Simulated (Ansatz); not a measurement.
Ansatz (a program for electronic structure) input:
A basis named .json is the Basis Set Exchange file of that set.

Ansatz 0.2 input:
```yaml
crystal:
  periodic: [false, false, false]
  atoms:
    - {symbol: C, position_ang: [2.36522570, 0.06739991, -0.15174205]}
    - {symbol: O, position_ang: [1.11969533, -0.54335675, 0.04872703]}
    - {symbol: Al, position_ang: [-0.49421358, -0.03982683, 0.03728437]}
    - {symbol: N, position_ang: [-1.72788778, -1.26471726, 0.34923654]}
    - {symbol: N, position_ang: [-0.91918029, 1.65077921, -0.27668933]}
    - {symbol: H, position_ang: [2.96509270, 0.01715014, 0.76276574]}
    - {symbol: H, position_ang: [2.91520132, -0.44941869, -0.94461078]}
    - {symbol: H, position_ang: [2.27853465, 1.12306533, -0.43837023]}
    - {symbol: H, position_ang: [-2.72101879, -1.10441777, 0.37859090]}
    - {symbol: H, position_ang: [-1.52181472, -2.23435916, 0.52625360]}
    - {symbol: H, position_ang: [-0.25440881, 2.38737069, -0.44841489]}
    - {symbol: H, position_ang: [-1.85625021, 2.01837923, -0.30810573]}
basis:
  gaussian:
    orbitals: aug-cc-pV_Q+d_Z.json
magnetization: {spin_polarized: false}
correlation: {method: ccsd_t, electrons: outside_noble_gas}
```

Problem. Predict the final energy.

Solution. -468.93571 Eh (CCSD(T)/aug-cc-pV(Q+d)Z). The basis has 731 functions.
